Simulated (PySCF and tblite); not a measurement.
Values are calculated unless marked as measured or tabulated.
C₈H₁₁F₃, numbered as in [F:1][C:2]([F:3])([F:4])[C@@H:5]1[CH2:6][CH2:7][C:8]2([CH2:9][CH2:10]2)[CH2:11]1: conformational analysis

Level: PBE0-D3(BJ)/def2-SVP (IEF-PCM, tetrahydrofuran)//GFN2-xTB, thermal terms from GFN2-xTB, symmetry numbers and mirror pairs counted. Conformers within 5 kcal/mol (GFN2-xTB free energy) were kept, 4 at most. GIAO shieldings: KT3/pcSseg-1 (IEF-PCM, tetrahydrofuran). Shifts are against TMS (¹H), TMS (¹³C) at the same level; of two unlike H on one atom, a is the less shielded. (PySCF 2.14, tblite 0.8.)

The 5-ring runs over atoms 5–6–7–8–11.

```tsv
conformer	shape	symmetry	E(GFN2) kcal/mol	E(DFT) kcal/mol	G(298.15 K) kcal/mol	weight %	dipole D
1	5-ring twist (ring torsions 33, -13, -12, 33, -41°)	C1	0.00	0.00	0.00	64.9	2.74
2	5-ring twist (ring torsions -28, 10, 12, -29, 35°)	C1	0.30	0.41	0.36	35.1	2.67
```

Weights (%) against temperature:

```json
{"T (K)": "100", "1": "90.2", "2": "9.8", "S(mix) cal/mol/K": "0.64"}
{"T (K)": "298.15", "1": "64.9", "2": "35.1", "S(mix) cal/mol/K": "1.29"}
{"T (K)": "320", "1": "63.8", "2": "36.2", "S(mix) cal/mol/K": "1.30"}
{"T (K)": "400", "1": "60.5", "2": "39.5", "S(mix) cal/mol/K": "1.33"}
{"T (K)": "500", "1": "57.9", "2": "42.1", "S(mix) cal/mol/K": "1.35"}
```

Averaged shifts at 298.15 K. ¹H: 2.91 (H5, 1H), 2.11 (H6a, 1H), 2.06 (H6b, 1H), 2.01 (H11a, 1H), 1.94 (H11b, 1H), 1.93 (H7a, 1H), 1.86 (H7b, 1H), 0.59 (H9a, 1H), 0.58 (H10a, 1H), 0.57 (H10b, 1H), 0.53 (H9b, 1H) ppm. ¹³C: 136.0 (C2), 49.9 (C5), 41.1 (C11), 40.4 (C7), 33.0 (C6), 22.4 (C8), 19.0 (C10), 18.7 (C9) ppm.

Coordinates of conformer 1 (Å):

```xyz
22

F     2.667    2.200    0.187
C     2.515    0.939   -0.252
F     3.652    0.293    0.061
F     2.479    1.008   -1.591
C     1.296    0.268    0.343
C     1.091   -1.157   -0.179
C    -0.363   -1.452    0.192
C    -1.074   -0.108    0.078
C    -2.351    0.137    0.823
C    -2.363    0.029   -0.673
C    -0.010    0.979   -0.029
H     1.434    0.259    1.428
H     1.212   -1.165   -1.264
H     1.793   -1.866    0.256
H    -0.417   -1.817    1.220
H    -0.803   -2.206   -0.459
H    -2.512    1.108    1.266
H    -2.771   -0.677    1.395
H    -2.525    0.930   -1.247
H    -2.797   -0.853   -1.119
H     0.052    1.345   -1.057
H    -0.214    1.827    0.622
```

Coordinates of conformer 2 (Å):

```xyz
22

F     1.885   -1.325    0.398
C     2.279   -0.267   -0.321
F     2.717   -0.756   -1.496
F     3.364    0.229    0.302
C     1.208    0.793   -0.523
C     0.718    1.360    0.814
C    -0.361    0.382    1.283
C    -0.934   -0.226    0.009
C    -2.413   -0.362   -0.189
C    -1.571   -1.582    0.039
C    -0.048    0.189   -1.160
H     1.672    1.557   -1.153
H     1.528    1.470    1.535
H     0.284    2.344    0.633
H    -1.127    0.887    1.871
H     0.078   -0.400    1.905
H    -2.815   -0.197   -1.178
H    -3.070   -0.038    0.605
H    -1.402   -2.249   -0.792
H    -1.649   -2.085    0.991
H     0.194   -0.652   -1.812
H    -0.546    0.950   -1.763
```

Shifts are unscaled: against experiment ¹³C can be off by 15 ppm or more and ¹H by 0.8 ppm.

Search and properties took 89 s on 1 thread of AMD EPYC 9R45 96-Core, on a host shared with other jobs (rough), launched as `OMP_NUM_THREADS=1 python ens_run.py task.json out`.


Conformer gaps in def2-SVP on xTB geometries can be 2 kcal/mol too large for S=O, P=O and other polar bonds.